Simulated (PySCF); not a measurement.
A structure optimised at PBE-D3(BJ)/def2-SVP, used in a PySCF frequency run:

```xyz
8

F      0.8457     1.9020     0.0000
Si     0.5444     0.2970     0.0000
Cl     1.4433    -0.4964    -1.6853
Cl     1.4433    -0.4964     1.6853
Ge    -1.7948    -0.1174     0.0000
H     -2.4283     0.5038    -1.2680
H     -2.4283     0.5038     1.2680
H     -2.0153    -1.6487     0.0000
```

### Question
Write its SMILES, formula and point group.

### Answer
F[Si](Cl)(Cl)[GeH3], Cl₂FGeH₃Si, Cs

### Question
What are its rotational constants (standard atomic weights)?

### Answer
1.6985, 0.98626, 0.80976 GHz
